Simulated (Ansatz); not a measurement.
One geometry of Mg9S9 (started as a model of: (MgS)9 cage of four- and six-membered rings), several levels of theory.

```yaml
crystal:
  periodic: [false, false, false]
  atoms:
    - {symbol: Mg, position_ang: [0.003462, 3.197807, 0.277191]}
    - {symbol: Mg, position_ang: [-1.834148, 1.296862, 1.779986]}
    - {symbol: Mg, position_ang: [1.834684, 1.292652, 1.782498]}
    - {symbol: Mg, position_ang: [1.836952, 0.893274, -2.011005]}
    - {symbol: Mg, position_ang: [-1.832147, 0.897477, -2.013505]}
    - {symbol: Mg, position_ang: [0.000455, -1.358628, -2.908322]}
    - {symbol: Mg, position_ang: [-1.836952, -2.188013, 0.229604]}
    - {symbol: Mg, position_ang: [1.831601, -2.192202, 0.232108]}
    - {symbol: Mg, position_ang: [-0.003908, -1.839333, 2.631121]}
    - {symbol: S, position_ang: [-2.250374, 2.514896, -0.312739]}
    - {symbol: S, position_ang: [0.001185, 2.605383, 2.653920]}
    - {symbol: S, position_ang: [2.256516, 2.509734, -0.309666]}
    - {symbol: S, position_ang: [0.003580, 0.995939, -3.583555]}
    - {symbol: S, position_ang: [-2.253635, -1.522941, -2.021565]}
    - {symbol: S, position_ang: [2.252953, -1.528096, -2.018487]}
    - {symbol: S, position_ang: [-2.256102, -0.984139, 2.329840]}
    - {symbol: S, position_ang: [2.250656, -0.989314, 2.332928]}
    - {symbol: S, position_ang: [-0.004767, -3.601338, 0.929658]}
basis:
  gaussian: {orbitals: def2-SVP, initial_orbitals: start.molden}
hamiltonian: {xc: pbe, dispersion: d4}
scf: {omitted_lower_state_checks: [starts]}
output: {orbitals: {seedname: orbitals}}
```

The file start.molden holds the orbitals of an earlier run on this structure, at another level or in another basis.

```sh
$ ansatz run in.yaml --threads 2 --pin off --events-out ev --progress --plain --max-ram 22528MiB --backend cuda --devices 0, --max-vram 18GiB
```

Output, abridged:

```
Functional definition: PBE
  name "PBE"
  cite "Perdew, Burke & Ernzerhof, Phys. Rev. Lett. 77, 3865 (1996) doi:10.1103/PhysRevLett.77.3865"
  parent pbe
  parameter kappa = 0.804
  parameter beta = 0.06672455060314922
  exchange = pbe_x(kappa = kappa, mu = beta*pi^2/3)
  correlation = pbe_c(beta = beta)
these checks for a lower state are left out or cut short: starts
3456 factors; their error is unknown
mean field evaluation 1: about -146430.3894 eV, gradient 1.5e1 eV
mean field evaluation 2: about -146430.8522 eV, gradient 4.4e-1 eV
mean field evaluation 4: about -146430.5432 eV, gradient 1.2e-1 eV
mean field evaluation 8: about -146430.5432 eV, gradient 1.4e-5 eV
mean field -146430.54318705 eV, -5381.2232079372 hartree, gradient 1.4e-5 eV, S^2 0.000000; 0 other end points of the search recorded, 0 dependent functions left out
reference -146430.54327549 eV, -5381.2232111871 hartree; 126, 126 occupied and 198, 198 virtual orbitals, 3456 factors
Total energy: -146432.08986786 eV, -5381.2800474086 hartree
Checks for a lower state left out: starts
```

It took 4.1 s on 2 threads of AMD EPYC 7R13 on a shared host and a share (18 GiB) of an NVIDIA H100 80GB HBM3, peak host memory 1 GiB.

As the first input, with `gaussian: {orbitals: def2-TZVP, fitting: {mean_field: def2-universal-jkfit}, initial_orbitals: start.molden}`, `hamiltonian: {xc: r2scan, dispersion: d4}` (abridged; 7 s):

```
Functional definition: r2SCAN
mean field -146541.87286257 eV, -5385.3144980505 hartree, gradient 1.3e-5 eV, S^2 0.000000
Total energy: -146542.31824937 eV, -5385.3308657133 hartree
Checks for a lower state left out: starts
```

First input, but with `hamiltonian: {xc: pbe}`, `correlation: {method: rpa}` and without the key `output` (abridged; 6 s):

```
Functional definition: PBE
mean field -146430.54318258 eV, -5381.2232077726 hartree, gradient 7.7e-6 eV, S^2 0.000000
54 core orbitals not correlated: weight in the atoms' cores, before any rotation towards them, 1.000 or more for the frozen orbitals, at most 0.000 for the correlated occupied ones
Total energy: -146289.18882514 eV, -5376.0285309503 hartree
Checks for a lower state left out: starts
```

As the first input, with `gaussian: {orbitals: def2-TZVP, fitting: {mean_field: def2-universal-jkfit}, initial_orbitals: start.molden}`, `output: {forces: true, orbitals: {seedname: orbitals}}` (abridged; 6 s):

```
Functional definition: PBE
mean field -146480.96714866 eV, -5383.0762543476 hartree, gradient 2.3e-5 eV, S^2 0.000000
Total energy: -146482.51382400 eV, -5383.1330936179 hartree
Atom 0 force    -0.000390    -0.251860     0.115559 eV/Å
Atom 1 force     0.133738     0.018972    -0.069228 eV/Å
Atom 2 force    -0.133570     0.019258    -0.069470 eV/Å
Atom 3 force    -0.133658    -0.069291     0.018213 eV/Å
Atom 4 force     0.133444    -0.069628     0.018437 eV/Å
Atom 5 force     0.000120     0.226122     0.160276 eV/Å
Atom 6 force     0.133837     0.050499     0.051366 eV/Å
Atom 7 force    -0.133753     0.050779     0.051159 eV/Å
Atom 8 force     0.000219     0.026130    -0.276076 eV/Å
Atom 9 force     0.185447    -0.159120     0.013883 eV/Å
Atom 10 force    -0.000122    -0.148566    -0.213613 eV/Å
Atom 11 force    -0.185720    -0.158712     0.013625 eV/Å
Atom 12 force    -0.000200    -0.111102     0.235499 eV/Å
Atom 13 force     0.185509     0.091081     0.130707 eV/Å
Atom 14 force    -0.185567     0.091523     0.130473 eV/Å
Atom 15 force     0.185754     0.067157    -0.144222 eV/Å
Atom 16 force    -0.185423     0.067623    -0.144504 eV/Å
Atom 17 force     0.000334     0.259136    -0.022081 eV/Å
Dipole moment:    -0.000006    -0.000197    -0.000290 e Å
Checks for a lower state left out: starts
```

As the first input, with `gaussian: {orbitals: def2-TZVP, fitting: {mean_field: def2-universal-jkfit}, initial_orbitals: start.molden}`, `hamiltonian: {xc: {name: wB97X-V}}` (abridged; 11 s):

```
Functional definition: wB97X-V
mean field -146530.73106213 eV, -5384.9050444364 hartree, gradient 2.1e-5 eV, S^2 0.000000
Total energy: -146530.73105811 eV, -5384.9050442888 hartree
Checks for a lower state left out: starts
```

First input, but with `hamiltonian: {xc: pbe0, dispersion: d4}` (abridged; 4.6 s):

```
Functional definition: PBE0
mean field -146443.96042220 eV, -5381.7162822345 hartree, gradient 7.9e-6 eV, S^2 0.000000
Total energy: -146445.37860458 eV, -5381.7683994756 hartree
Checks for a lower state left out: starts
```

As the first input, with `gaussian: {orbitals: def2-TZVP, fitting: {mean_field: def2-universal-jkfit}, initial_orbitals: start.molden}`, `hamiltonian: {xc: pbe0, dispersion: d4}` (abridged; 6.5 s):

```
Functional definition: PBE0
mean field -146494.02054534 eV, -5383.5559578276 hartree, gradient 1.0e-5 eV, S^2 0.000000
Total energy: -146495.43872426 eV, -5383.6080749416 hartree
Checks for a lower state left out: starts
```

Geometry: PBE-D4/def2-SVP.

Correlated methods freeze 54 core orbitals; core or outer-core shells of Mg are correlated, in sets that lack core-valence functions. Single mean-field runs in def2-TZVP are fitted with def2-universal-jkfit. Another isomer (singlet) lies 0.34 eV lower at PBE0-D4/def2-TZVP; other spin states weren't run for this one.
